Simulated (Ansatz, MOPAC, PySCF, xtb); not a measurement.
Donor–acceptor adduct: BH3 (SMILES B) (first 4 atoms) with H2O (SMILES O); geometry from B3LYP-D3(BJ)/def2-TZVP, rigid monomers moved along the line of their centres of mass till B1···O5 is 1.56 Å.
(charge 0, multiplicity 1):
| atom | x (Å) | y (Å) | z (Å) |
|---|---|---|---|
| B | 0.2106 | 0.2493 | 0.7896 |
| H | 0.6172 | -0.7672 | 0.2870 |
| H | -0.8529 | 0.6372 | 0.3940 |
| H | 1.0372 | 1.0909 | 1.0056 |
| O | -0.1515 | -0.1934 | 2.2373 |
| H | -0.8063 | -0.9026 | 2.1931 |
| H | 0.6379 | -0.5560 | 2.6604 |

```tsv
level	interaction energy (kJ/mol)	minus CCSD(T)/CBS(aug-cc-pVDZ, aug-cc-pVTZ)	cost
PM3	-203.2	-122.0	-
GFN2-xTB	-68.9	12.3	-
HF/aug-cc-pVDZ	-35.2	46.0	-
PBE-D3(BJ)/def2-TZVPPD	-93.1	-11.9	×1
PBE-D4/def2-TZVPPD	-92.7	-11.5	×1
r2SCAN-D3(BJ)/def2-TZVPPD	-94.0	-12.8	×2
B3LYP-D3(BJ)/def2-TZVPPD	-78.4	2.8	×1
B3LYP-D4/def2-TZVPPD	-77.5	3.7	×1
PBE0/def2-TZVPPD	-92.5	-11.3	×1
PBE0-D3(BJ)/def2-TZVPPD	-95.5	-14.3	×1
M06-2X/6-31G* (no counterpoise)	-109.0	-27.8	-
MP2/CBS(aug-cc-pVDZ, aug-cc-pVTZ)	-83.1	-1.9	-
SCS-MP2/aug-cc-pVTZ	-69.0	12.2	-
CCSD(T)/CBS(aug-cc-pVDZ, aug-cc-pVTZ)	-81.2	0.0	×200*
```

 The comparison column counts from a level with limits of its own.

The rows run from -203.2 (PM3) to -35.2 kJ/mol (HF/aug-cc-pVDZ). The dispersion term adds -3.0 in PBE0-D3(BJ).

Counterpoise-corrected where a basis set is named; no monomer relaxation. Rows marked so take none.

Cores are frozen in the correlated methods. CBS: X⁻³ extrapolation of the correlation energy, Hartree–Fock from the larger set. Rows in 6-31G* carry no dispersion term and start afresh at each structure (6-31G* with six Cartesian d functions). The state reached by PM3 isn't checked.

Programs: Ansatz (Gaussian basis) for Hartree–Fock, density functionals and correlated methods; MOPAC for PM3 (differences of heats of formation); PySCF for 6-31G* rows, the dispersion terms; xtb for the GFN methods. 

Costs are rough ratios of core time to PBE/def2-TZVPPD (about 2.2 s over the structures, on one shared machine); a dash marks a level with no comparable run of its own. A star marks coupled-cluster runs past 200 virtual orbitals, where the program's memory plan changes under this machine's limit, so their costs aren't comparable with smaller runs.

Ansatz is an electronic-structure program.
